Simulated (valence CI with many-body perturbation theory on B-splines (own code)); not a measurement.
## W⁶¹⁺: key properties

Computed by configuration interaction combined with many-body perturbation theory (CI+MBPT): three valence electrons over a frozen Dirac-Fock core [Ne], radial functions for each j: 11 s, 11 p, 9 d, 7 f, 5 g, 2 h, 1 i, with the one-electron correlation potential Σ1, the two-electron term Σ2, the three-electron term Σ3, Breit, model QED; selected CI, second order for the rest (own B-spline code, finite nucleus).

The last digits are not significant, and no measured levels were compared; by estimate large intervals hold to a few tenths of a per cent, small ones and those within an open d or f shell to about a per cent.

Levels are named by their leading jj configuration (3d3/2^4 stands for four electrons in 3d with j = 3/2), which in mixed levels can hold well under half, so a name can repeat and another be missing.

Rates and lifetimes use the calculated energies. Strong lines usually hold to 10 to 20 %, long lifetimes can be off by a factor of two.

(1) What is the ground level?

(2) What are the static dipole polarisabilities of the lowest levels?

(3) Name the longest-lived excited levels whose lifetime is computed, and their main decay.

(4) Where does the other parity begin?

(5) Among levels below 1460.0 eV, which E1 lines absorb most strongly from the ground level?

(6) What is the ionisation energy?

(7) How well does LS coupling describe the low levels?

## Answers

(1) (3s^2 3p1/2) J=1/2, composition 100 % 3s²3p ²P°, g = 0.647.

(2) (3s^2 3p1/2) J=1/2 0.00276 bohr³, of which the core gives 4.45e-05.

(3) (3s 3p3/2 3d5/2) J=9/2 at 1155.1 eV lives 4.66 ns, mostly by M1 to (3s 3p1/2 3d5/2) J=7/2; (3s^2 3p3/2) J=3/2 at 363.5 eV lives 2.01 ns, mostly by E1 to (3s 3p1/2^2) J=1/2.

(4) At (3s 3p1/2^2) J=1/2, 167.5 eV.

(5) to (3s^2 3d3/2) J=3/2 at 2.075 nm, f = 0.471; to (3s 3p1/2 3p3/2) J=1/2 at 2.254 nm, f = 0.210; to (3s 3p1/2 3p3/2) J=3/2 at 2.296 nm, f = 0.121.

(6) 6726 eV; NIST lists 6735 ± 7 eV (semi-empirical).

(7) Among the lowest 20 levels the leading LS term, summed over configurations, holds 63 % on average. For single configurations the figures are 60 % in LS and 92 % in jj coupling. Terms mix most in the J = 3/2 level at 762.7 eV, where the leading one holds 32 %.
